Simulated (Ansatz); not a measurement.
Dissociation curve of SNa (cation, charge +1), lowest triplet found (which spin is the ground state isn't settled by this scan).

ROMP2 = MP2 on ROHF/aug-cc-pVDZ, frozen core run with Ansatz (an electronic-structure program); FCI = Ansatz with full CI/aug-cc-pVDZ, frozen core.

Energies relative to the lowest point of each curve between 2.36 and 3.39 Å, where full CI is lowest, in mEh:

| R / Å | ROMP2 |
|---|---|
| 2.10 | 59.5 |
| 2.26 | 30.1 |
| 2.36 | 18.7 |
| 2.67 | 2.5 |
| 2.73 | 1.4 |
| 2.82 | 0.4 |
| 3.39 | 2.8 |
| 3.66 | 5.4 |
| 3.93 | 7.7 |
| 5.32 | 14.4 |
| 6.84 | 16.5 |
| 7.86 | 17.0 |

Q: Estimate the FCI values at these points.

A: 2.10: 60.0; 2.26: 30.6; 2.36: 19.1; 2.67: 2.7; 2.73: 1.5; 2.82: 0.4; 3.39: 2.6; 3.66: 5.2; 3.93: 7.6; 5.32: 14.4; 6.84: 16.5; 7.86: 17.1 (mEh).
